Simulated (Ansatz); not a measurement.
Ansatz (a quantum-chemistry and plane-wave program) input:

Ansatz 0.2 input:
```yaml
crystal:
  periodic: [false, false, false]
  atoms:
    - {symbol: O, position_ang: [1.12597235, 0.31349809, -0.45928207]}
    - {symbol: B, position_ang: [0.00766325, -0.00083978, 0.02086262]}
    - {symbol: O, position_ang: [-1.16366227, -0.30936783, 0.35667418]}
    - {symbol: H, position_ang: [2.03405412, -0.00587611, -0.34018973]}
    - {symbol: H, position_ang: [-1.77085104, -0.02296707, 1.05673972]}
basis:
  gaussian:
    orbitals: 6-31G*
total_charge: 1
magnetization: {spin_polarized: false}
correlation: {method: ccsd_t, electrons: outside_noble_gas}
```

Q: What final total energy does it print?

A: -175.81359 Eh (CCSD(T)/6-31G*).
